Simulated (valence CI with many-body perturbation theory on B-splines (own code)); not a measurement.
# Run record, Te³⁹⁺

Calculated by relativistic CI+MBPT: three valence electrons over a frozen Dirac-Fock core [Ne], a basis of 11 s, 11 p, 9 d, 7 f, 5 g, 2 h, 1 i functions for each j, with the one-electron correlation potential Σ1 (screened to all orders), the two-electron term Σ2, the three-electron term Σ3, Breit, model QED; selected single and double excitations, second order for the rest (own B-spline code, finite nucleus).

Command, and the settings that its task file holds:

```sh
python run_cv.py task.json out
```

```
atom Te  Z=52  mass_number=130  rms_radius_fm=4.7423
core [Ne]
valence 3s2 3p1
avg = 1
basis = L
breit = 1
cap = 40000
capref = 1200
cscale = 1
de = 0.0
dress = 0
eps = 2e-08
h = 0.27
hh = 1
l2 = 3
lcore = 6
maxit = 60
n2 = 5
natural = 1
nlev = 60
nno = [7, 7, 6, 5, 4, 2, 1]
nroot = 26
nsp = [4, 4, 3, 2, 1, 0, 0]
pt2 = 1
qed = 1
rpa = 1
s1 = 1
s2 = 1
s3 = 1
screen = 1
tol = 2e-05
```

It took 84 s on 1 thread of Arm Neoverse V2, with other jobs on the host.

Log. The first blocks belong to the next ion, which gives the ionisation energy. Fields: 2J, parity (1 odd), roots, reference size, generating configurations, candidates as configurations/state functions, variational space P, stored matrix elements, Davidson steps; e2 is the range of second-order energies in hartree. The first line gives the box (bohr), its intervals, the orbitals and the steps of their self-consistent field. Window is the range of levels sought, series limit the energy at which the first omitted orbital would enter, core excitation an estimate of the first excitation out of the core, left out the lowest levels not solved, and shifts from estimates the range by which levels moved from their first estimate, all in cm⁻¹.

```
rmax 2.9 intervals 57 orbitals 81 references ['3s2 3p', '3s 3p2', '3s2 3d', '3p3', '3s 3p 3d'] scf 3 t 0.8
2J=0 par=0 roots 2 ref 20 generators 4 cand 362/362 P 362/362 nnz 0 it 0
2J=0 par=0 roots 2 ref 20 generators 5 cand 20/20 P 381/381 nnz 0 it 0
   second order: generators 7 cand 1/1 e2 -0.00000 -0.00000
reference levels 715, estimated 129, window 4229074 1/cm; series limit 17199044, core excitation 31399756
2J=1 par=1 roots 7 ref 55 generators 10 cand 3597/5470 P 3601/5469 nnz 4.1e+06 it 4
2J=1 par=1 roots 7 ref 55 generators 11 cand 1691/2556 P 4320/6606 nnz 5.8e+06 it 3
   second order: generators 17 cand 4280/6747 e2 -0.00001 -0.00000
2J=3 par=1 roots 12 ref 89 generators 14 cand 5488/11399 P 3838/7999 nnz 8.6e+06 it 4
2J=3 par=1 roots 12 ref 89 generators 15 cand 4192/9468 P 5391/11576 nnz 1.7e+07 it 4
   second order: generators 21 cand 4015/9315 e2 -0.00002 -0.00000
2J=1 par=0 roots 9 ref 58 generators 11 cand 3569/5478 P 4037/6188 nnz 5.2e+06 it 5
2J=1 par=0 roots 9 ref 58 generators 12 cand 1286/1848 P 4580/7068 nnz 6.7e+06 it 5
   second order: generators 15 cand 3009/4709 e2 -0.00000 -0.00000
2J=3 par=0 roots 13 ref 92 generators 12 cand 5416/11370 P 3751/8000 nnz 8.7e+06 it 4
2J=3 par=0 roots 13 ref 92 generators 14 cand 2928/5961 P 5612/12104 nnz 1.9e+07 it 4
   second order: generators 23 cand 3756/8763 e2 -0.00001 -0.00000
2J=5 par=0 roots 13 ref 94 generators 13 cand 5992/14151 P 3422/8000 nnz 8.8e+06 it 5
2J=5 par=0 roots 13 ref 94 generators 14 cand 3764/8745 P 5822/14087 nnz 2.6e+07 it 7
   second order: generators 25 cand 4204/11644 e2 -0.00001 -0.00000
2J=5 par=1 roots 9 ref 86 generators 11 cand 6085/14135 P 3497/7999 nnz 8.8e+06 it 5
2J=5 par=1 roots 9 ref 86 generators 12 cand 5114/13226 P 5272/12615 nnz 2.1e+07 it 5
   second order: generators 19 cand 4763/13083 e2 -0.00001 -0.00000
2J=7 par=1 roots 5 ref 63 generators 8 cand 5761/13869 P 3404/8000 nnz 9.1e+06 it 4
2J=7 par=1 roots 5 ref 63 generators 9 cand 4892/13622 P 4690/11361 nnz 1.8e+07 it 4
   second order: generators 13 cand 5029/14725 e2 -0.00002 -0.00001
2J=9 par=1 roots 2 ref 33 generators 4 cand 4746/11404 P 2672/6085 nnz 5.5e+06 it 4
2J=9 par=1 roots 2 ref 33 generators 5 cand 3205/7852 P 3629/8585 nnz 1.1e+07 it 4
   second order: generators 7 cand 5044/14372 e2 -0.00002 -0.00001
2J=7 par=0 roots 7 ref 67 generators 7 cand 5668/13818 P 3259/7999 nnz 9.3e+06 it 5
2J=7 par=0 roots 7 ref 67 generators 9 cand 5009/13035 P 5033/12609 nnz 2.2e+07 it 5
   second order: generators 16 cand 4641/13435 e2 -0.00001 -0.00000
2J=9 par=0 roots 4 ref 41 generators 5 cand 4667/11417 P 2991/7105 nnz 8.5e+06 it 4
2J=9 par=0 roots 4 ref 41 generators 8 cand 4370/11884 P 3890/9333 nnz 1.3e+07 it 4
   second order: generators 12 cand 4777/13659 e2 -0.00001 -0.00001
left out: unestimated 6620451, estimated 4465908, shifts from estimates -6 to 66
operators 0.7
```

The Davidson iterations converged.

The last digits are not significant, and no measured levels were compared; by estimate large intervals hold to a few tenths of a per cent, small ones and those within an open d or f shell to about a per cent.

```yaml
Valence_energy: -322.9764 hartree
Ionisation_energy: "2789.6 eV (NIST: 2788 ± 4 eV (theoretical))"
Reference_configurations_for_the_orbitals: 3s2 3p, 3s 3p2, 3s2 3d, 3p3, 3s 3p 3d
Radial_orbitals: 81
Box_radius: 2.865 bohr
Largest_variational_space: 14087
Lowest_levels: (3s^2 3p1/2) J=1/2 0.00, (3s^2 3p3/2) J=3/2 69.20, (3s 3p1/2^2) J=1/2 95.43, (3s 3p1/2 3p3/2) J=3/2 [a] 148.53, (3s 3p1/2 3p3/2) J=5/2 159.01, (3s 3p1/2 3p3/2) J=3/2 [b] 173.77, (3s 3p1/2 3p3/2) J=1/2 182.02, (3s 3p3/2^2) J=5/2 216.37, (3s^2 3d3/2) J=3/2 216.79, (3s^2 3d5/2) J=5/2 240.01, (3s 3p3/2^2) J=1/2 251.69, (3s 3p3/2^2) J=3/2 256.56, (3p1/2^2 3p3/2) J=3/2 271.79, (3s 3p1/2 3d3/2) J=3/2 [a] 285.59 eV
```

Levels are named by their leading jj configuration (3d3/2^4 stands for four electrons in 3d with j = 3/2), which in mixed levels can hold well under half, so a name can repeat and another be missing. Letters in brackets count levels of one name in rising energy.
